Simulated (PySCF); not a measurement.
ClF₂In, SMILES [F][In]([F])[Cl], PBE0/def2-SVP optimised geometry. Atoms within 1.6 Å of the plane z = 1.0 Å (x, y, z in Å): In1 (-0.37, -0.12, 0.00), F2 (1.57, -0.12, 0.00), F3 (-1.26, -1.84, -0.01), Cl4 (-1.57, 1.84, 0.00).

Computed with PySCF with PBE0/def2-TZVP, def2 effective core potentials past Kr. The core electrons that the potentials of In replace are not part of the density.

Map of the electron localisation function on the plane z = 1.0 Å:

```
|000000000000000000000000000|
|000000000000000000000000000|
|000000122321000000000000000|
|000012355554210000000000000|
|000124678876420000000000000|
|000246899987520000000000000|
|001368999997520000000000000|
|001468999987520000000000000|
|001468999986310000000000000|
|001367888874210000000000000|
|000245676642110001221000000|
|000123444321111112442100000|
|000001111111211124554200000|
|000000001112221135665210000|
|000000000112221135665210000|
|000000000111111124554200000|
|000000011111110012332100000|
|000000123321100001111000000|
|000001245553100000000000000|
|000001356664200000000000000|
|000001246654200000000000000|
|000000134443100000000000000|
|000000012221100000000000000|
|000000000110000000000000000|
|000000000000000000000000000|
|000000000000000000000000000|
|000000000000000000000000000|
```
Scale: ten equal steps from 0.000 (start of '0') to 0.870 (end of '9'), in the order '0123456789'; x runs from -4.00 to 4.00, y from -4.00 (bottom) to 4.00 (top).
